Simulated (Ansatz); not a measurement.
Ansatz (an electronic-structure program) input (CCSD(T)/cc-pVTZ):

Ansatz 0.2 input:
```yaml
crystal:
  periodic: [false, false, false]
  atoms:
    - {symbol: Si, position_ang: [0.01872284, 0.35343796, 0.24393198]}
    - {symbol: F, position_ang: [-0.00238999, 0.95456240, -1.26208239]}
    - {symbol: C, position_ang: [-1.56419127, -0.62697409, 0.47222945]}
    - {symbol: C, position_ang: [1.54172200, -0.73240873, 0.38660346]}
    - {symbol: H, position_ang: [-2.44561426, 0.00417771, 0.35487490]}
    - {symbol: H, position_ang: [-1.59437544, -1.07693271, 1.46654091]}
    - {symbol: H, position_ang: [-1.61365740, -1.42856763, -0.27166220]}
    - {symbol: H, position_ang: [1.59601938, -1.18523520, 1.37858587]}
    - {symbol: H, position_ang: [1.49574274, -1.53412064, -0.35738433]}
    - {symbol: H, position_ang: [2.45609079, -0.16221764, 0.21974126]}
basis:
  gaussian:
    orbitals: cc-pVTZ
magnetization: {spin_polarized: true, initial_magnetization: 1}
correlation: {method: ccsd_t, electrons: outside_noble_gas}
```

Output:

```
Functional definition: HF
integrals: 1.51 GiB planned
1175 factors; integrals over basis functions are off by at most 1.2e-3 eV
mean field: 0.90 GiB planned
mean field evaluation 1: about -12723.7563 eV, gradient 2.7e1 eV
mean field evaluation 2: about -12723.7657 eV, gradient 2.8e1 eV
mean field evaluation 4: about -12727.4637 eV, gradient 3.1e0 eV
mean field evaluation 8: about -12727.5593 eV, gradient 1.5e-1 eV
mean field evaluation 16: about -12727.5339 eV, gradient 1.1e0 eV
mean field -12727.55975543 eV, -467.7291939621 hartree, gradient 1.7e-6 eV, S^2 0.752951; 0 other end points of the search recorded, 0 dependent functions left out
8 core orbitals not correlated
reference -12727.55975543 eV, -467.7291939621 hartree; 13, 12 occupied and 187, 188 virtual orbitals, 1175 factors
second order -19.29104092 eV of doubles, -0.00000000 eV of singles
coupled cluster: 4.51 GiB planned
cycle   1  -19.76673120 eV  change   -4.8e-1 eV  update   8.8e-2
cycle   2  -20.18524886 eV  change   -4.2e-1 eV  update   2.7e-2
cycle   3  -20.28732259 eV  change   -1.0e-1 eV  update   1.4e-2
cycle   4  -20.28207443 eV  change    5.2e-3 eV  update   3.9e-3
cycle   5  -20.28036767 eV  change    1.7e-3 eV  update   1.8e-3
cycle   6  -20.28084153 eV  change   -4.7e-4 eV  update   6.4e-4
cycle   7  -20.28075956 eV  change    8.2e-5 eV  update   2.7e-4
cycle   8  -20.28078401 eV  change   -2.4e-5 eV  update   8.2e-5
cycle   9  -20.28082230 eV  change   -3.8e-5 eV  update   3.1e-5
cycle  10  -20.28081467 eV  change    7.6e-6 eV  update   1.2e-5
perturbative correction -0.70286378 eV, -0.0258297676 hartree
Total energy: -12748.54343388 eV, -468.5003299220 hartree
```

It need not be the lowest isomer of its formula.
